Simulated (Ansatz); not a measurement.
Basis-set extrapolation for CH$_{4}$N$_{2}$OSi (PBE0-D4/def2-TZVP geometry, frozen core, Ansatz 0.2.0). Multiplicity 1, RHF reference.

```json
{"": "HF", "def2-TZVPP": "-513.058414", "def2-QZVPP": "-513.078614"}
{"": "MP2 correlation", "def2-TZVPP": "-0.909032", "def2-QZVPP": "-0.976346"}
{"": "CCSD(T) correlation", "def2-TZVPP": "-0.968902", "def2-QZVPP": "not run"}
```

Energies in hartree. Use E(X) = E(∞) + A·exp(−7.88·√X) for Hartree–Fock and E(X) = E(∞) + B·X^(−2.97) for correlation, with X = 3 and 4, and add CCSD(T) minus MP2 of the smaller set to the MP2 limit.

Problem. What is the CCSD(T) energy at the basis-set limit?

Solution. HF limit: -513.078614 + (-0.020200) × 0.13774 = -513.08140. MP2 limit: -0.976346 + (-0.067314) × 0.74074 = -1.02621. Higher-order term: -0.968902 − (-0.909032) = -0.05987. Total: -514.16748 hartree, 368.0 kJ/mol below CCSD(T)/def2-TZVPP.
